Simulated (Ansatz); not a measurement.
Al$_{2}$ (SMILES [Al][Al]), triplet, geometry from GFN2-xTB (such geometries of metal compounds can be far from the true shape), atoms displaced at random by about 0.05 Å a coordinate; HF/def2-TZVP in Ansatz (a first-principles code).

The Ansatz input:
Ansatz 0.2 input:
```yaml
crystal:
  periodic: [false, false, false]
  atoms:
    - {symbol: Al, position_ang: [0.07356341, -0.05081607, -1.36073548]}
    - {symbol: Al, position_ang: [0.03176760, -0.08615124, 1.20281418]}
basis:
  gaussian:
    orbitals: def2-TZVP
hamiltonian:
  xc: hf
magnetization: {spin_polarized: true, initial_magnetization: 2}
relax: {f_tol: 0.0005}
```

Output, abridged:

```
Functional definition: HF
634 factors; their error is unknown
mean field evaluation 1: about -13163.5339 eV, gradient 3.3e0 eV
mean field evaluation 2: about -13163.7169 eV, gradient 1.4e0 eV
mean field evaluation 4: about -13163.7831 eV, gradient 3.4e-1 eV
mean field evaluation 8: about -13163.9190 eV, gradient 1.3e-1 eV
mean field evaluation 16: about -13163.9530 eV, gradient 4.2e-1 eV
mean field evaluation 32: about -13164.1892 eV, gradient 2.1e-3 eV
mean field evaluation 64: about -13164.1359 eV, gradient 3.2e-1 eV
mean field evaluation 96: about -13163.9223 eV, gradient 1.5e0 eV
mean field evaluation 128: about -13163.6541 eV, gradient 1.3e0 eV
mean field evaluation 160: about -13163.9193 eV, gradient 4.7e-4 eV
mean field -13164.18921311 eV, -483.7750305739 hartree, gradient 4.8e-8 eV, S^2 2.037553; 5 other end points of the search recorded, 0 dependent functions left out
the calculation of the forces begins
reference -13164.18921311 eV, -483.7750305739 hartree; 14, 12 occupied and 60, 62 virtual orbitals, 634 factors
relax step   1: F+E_penalty+E_count = -13164.18921311 eV  Δ(F+E_penalty+E_count) = +0.000e0 eV  max|allowed force component| = 9.991e-1 eV/Å  Δτ_max = 0.0000 Å  (384 SCF iters, accepted)
these checks for a lower state are left out or cut short: starts, cluster_reference, orbital_swaps, neighbouring_geometries, increment
634 factors; their error is unknown
mean field -13164.27216804 eV, -483.7780791115 hartree, gradient 3.4e-6 eV, S^2 2.039102; 0 other end points of the search recorded, 0 dependent functions left out
the calculation of the forces begins
reference -13164.27216804 eV, -483.7780791115 hartree; 14, 12 occupied and 60, 62 virtual orbitals, 634 factors
relax step   2: F+E_penalty+E_count = -13164.27216804 eV  Δ(F+E_penalty+E_count) = -8.295e-2 eV  max|allowed force component| = 1.948e-1 eV/Å  Δτ_max = 0.0731 Å  (60 SCF iters, accepted)
these checks for a lower state are left out or cut short: starts, cluster_reference, orbital_swaps, neighbouring_geometries, increment
634 factors; their error is unknown
mean field evaluation 192: about -13164.2764 eV, gradient 6.7e-6 eV
mean field -13164.27642853 eV, -483.7782356815 hartree, gradient 6.7e-6 eV, S^2 2.039378; 0 other end points of the search recorded, 0 dependent functions left out
the calculation of the forces begins
reference -13164.27642853 eV, -483.7782356815 hartree; 14, 12 occupied and 60, 62 virtual orbitals, 634 factors
relax step   3: F+E_penalty+E_count = -13164.27642853 eV  Δ(F+E_penalty+E_count) = -4.260e-3 eV  max|allowed force component| = 4.848e-2 eV/Å  Δτ_max = 0.0177 Å  (56 SCF iters, accepted)
these checks for a lower state are left out or cut short: starts, cluster_reference, orbital_swaps, neighbouring_geometries, increment
634 factors; their error is unknown
mean field -13164.27673256 eV, -483.7782468543 hartree, gradient 6.6e-6 eV, S^2 2.039471; 0 other end points of the search recorded, 0 dependent functions left out
the calculation of the forces begins
reference -13164.27673256 eV, -483.7782468543 hartree; 14, 12 occupied and 60, 62 virtual orbitals, 634 factors
relax step   4: F+E_penalty+E_count = -13164.27673256 eV  Δ(F+E_penalty+E_count) = -3.040e-4 eV  max|allowed force component| = 2.093e-3 eV/Å  Δτ_max = 0.0066 Å  (56 SCF iters, accepted)
these checks for a lower state are left out or cut short: starts, cluster_reference, orbital_swaps, neighbouring_geometries, increment
634 factors; their error is unknown
mean field -13164.27673314 eV, -483.7782468758 hartree, gradient 6.7e-6 eV, S^2 2.039467; 0 other end points of the search recorded, 0 dependent functions left out
the calculation of the forces begins
reference -13164.27673314 eV, -483.7782468758 hartree; 14, 12 occupied and 60, 62 virtual orbitals, 634 factors
relax step   5: F+E_penalty+E_count = -13164.27673314 eV  Δ(F+E_penalty+E_count) = -5.836e-7 eV  max|allowed force component| = 4.108e-5 eV/Å  Δτ_max = 0.0003 Å  (58 SCF iters, accepted)
634 factors; their error is unknown
mean field evaluation 224: about -13163.6734 eV, gradient 6.1e-1 eV
mean field evaluation 256: about -13163.2921 eV, gradient 3.8e0 eV
mean field evaluation 288: about -13163.8355 eV, gradient 2.0e0 eV
mean field evaluation 320: about -13163.8302 eV, gradient 2.0e-2 eV
mean field -13164.27673314 eV, -483.7782468758 hartree, gradient 6.7e-6 eV, S^2 2.039467; 3 other end points of the search recorded, 0 dependent functions left out
the calculation of the forces begins
reference -13164.27673314 eV, -483.7782468758 hartree; 14, 12 occupied and 60, 62 virtual orbitals, 634 factors
Total energy: -13164.27673314 eV, -483.7782468758 hartree
Atom 0 at     0.075147    -0.049477    -1.457850 Å, force    -0.000001    -0.000001     0.000041 eV/Å
Atom 1 at     0.030184    -0.087490     1.299928 Å, force     0.000001     0.000001    -0.000041 eV/Å
Dipole moment:     0.000000    -0.000000    -0.000000 e Å
```
